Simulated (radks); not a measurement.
All-electron atom: S V in [Ne] 3s2 (the NIST ground configuration).

Method: non-relativistic Kohn-Sham, Tao-Mo meta-GGA, spin-polarised, spherical densities, point nucleus; meta-GGA in the generalised Kohn-Sham scheme; computed with a radial shooting solver on a logarithmic mesh with Libxc functionals.

Energy parts (hartree):
| part | energy |
|---|---|
| total | -393.75342 |
| kinetic | 393.38060 |
| electron-nucleus | -910.70983 |
| Hartree | 147.47055 |
| exchange-correlation | -23.89474 |

Orbitals (lengths in bohr, moments of r in powers of bohr; r(90%) holds 90 % of the orbital's charge):
orbital  occ.  eigenvalue (hartree)  r(90%)
1s          2             -90.66280   0.173
2s          2              -9.99005   0.747
2p          6              -7.94874   0.732
3s          2              -2.42108    2.16
3p          0              -1.95710    2.36
3d          0              -1.31512    2.73

The highest occupied level is 3s at -65.881 eV. The density falls to 0.001 e/bohr^3 at r = 2.80 bohr.
